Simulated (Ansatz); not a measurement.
Molecule: C₂ (charge -2, singlet). 
Structure (B3LYP-D3(BJ)/def2-TZVP (Ansatz, a program for electronic structure) minimum search):
```xyz
2

C      0.0000     0.0000    -0.6347
C      0.0000     0.0000     0.6347
```
Charge -2, spin multiplicity 1.

Basis-set convergence of Hartree-Fock and MP2 correlation energies (hartree) with Ansatz. Correlated levels leave the core frozen unless marked. No spin-orbit coupling. Non-relativistic. This anion needs diffuse functions, which these sets lack.

```tsv
basis	functions	E(HF)	E(corr, MP2)
def2-SVP	28	-75.24096	-0.24371
def2-TZVPP	62	-75.38049	-0.31480
def2-QZVPP	114	___	___
```

Task: Some entries are withheld; supply them.

Result: 
- def2-QZVPP, E(HF): -75.39281
- def2-QZVPP, E(corr, MP2): -0.33725
